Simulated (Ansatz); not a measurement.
NH3 (SMILES N) at its CCSD(T)/cc-pVTZ minimum, average atomic masses, point group C3v.
(charge 0, multiplicity 1):
```xyz
4

N      0.0002    -0.0006     0.0706
H     -0.5797    -0.7292    -0.3309
H     -0.3455     0.8697    -0.3187
H      0.9221    -0.1325    -0.3309
```

Correlated levels freeze the cores.

Run with Ansatz (Gaussian orbitals). Each number belongs to the level named beside it.

Harmonic frequencies (cm⁻¹): 1109 1688 1688 3472 3597 3597.

**Question.** Work out the rotational constants, the zero-point energy, and the ideal-gas entropy and heat capacity at 298.15 K and 1 bar (rigid rotor, harmonic oscillator).

**Answer.** 
Principal moments 1.709, 1.709, 2.632 u Å² give 16.8576/I = 9.864, 9.864, 6.404 cm⁻¹. Zero point: Σω/2 = 7575 cm⁻¹ = 21.66 kcal/mol. Translation R(1.5 ln M + 2.5 ln T − 1.1517) with M = 17.031 u: 144.21 J/(mol K). Rotation with σ = 3: q = 70.6, S = R(ln q + 3/2) = 47.87. Vibration, summed over R(u/(eᵘ − 1) − ln(1 − e⁻ᵘ)) with u = 1.43878ω/T: 0.30, of which the lowest mode gives 0.25. S° = 192.4 J/(mol K); C_p = 4R + 1.46 = 34.72 J/(mol K).

Ansatz is a first-principles code.
